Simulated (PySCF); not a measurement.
ITl. Atoms are numbered in the order given.

```xyz
2

Tl     0.0000     0.0000    -1.1376
I      0.0000     0.0000     1.7386
```
Charge 0, spin multiplicity 1.

Geometry: B3LYP-D3(BJ)/def2-TZVP. The def2 effective core potentials stand for the cores of I, Tl; spin–orbit coupling is left out.

Computed with TDA-B3LYP/def2-TZVPD (PySCF).

Vertical excitations; the highest root listed may be one member of a degenerate set.  State labels are in the subgroup C2v.

Computed UV-visible absorptions:
```tsv
state	symmetry	energy (eV)	λ (nm)	f	main pairs
S1	A2	3.51	354	0.000	HOMO−1→LUMO+1 50 %, HOMO→LUMO 50 %
S2	A1	3.56	348	0.000	HOMO−1→LUMO, HOMO→LUMO+1 (degenerate set)
S3	A2	3.56	348	0.000	HOMO→LUMO, HOMO−1→LUMO+1 (degenerate set)
S4	B2	3.64	340	0.014	HOMO−2→LUMO+1 (degenerate set)
S5	B1	3.64	340	0.014	HOMO−2→LUMO (degenerate set)
S6	A1	4.06	305	0.028	HOMO→LUMO+1 41 %, HOMO−1→LUMO 41 %, HOMO−2→LUMO+2 15 %
S7	B1	5.00	248	0.007	HOMO−1→LUMO+2 (degenerate set)
S8	B2	5.00	248	0.007	HOMO→LUMO+2 (degenerate set)
S9	A1	5.90	210	0.362	HOMO−2→LUMO+3 64 %, HOMO−2→LUMO+2 27 %
S10	B1	5.90	210	0.111	HOMO−1→LUMO+3 99 %
T1	B1	3.26	381	0	HOMO−2→LUMO (degenerate set)
T2	B2	3.26	381	0	HOMO−2→LUMO+1 (degenerate set)
T3	A1	3.33	373	0	HOMO−1→LUMO 50 %, HOMO→LUMO+1 50 %
T4	A1	3.40	364	0	HOMO→LUMO+1 50 %, HOMO−1→LUMO 50 %
```
Triplets are in the Tamm–Dancoff approximation.
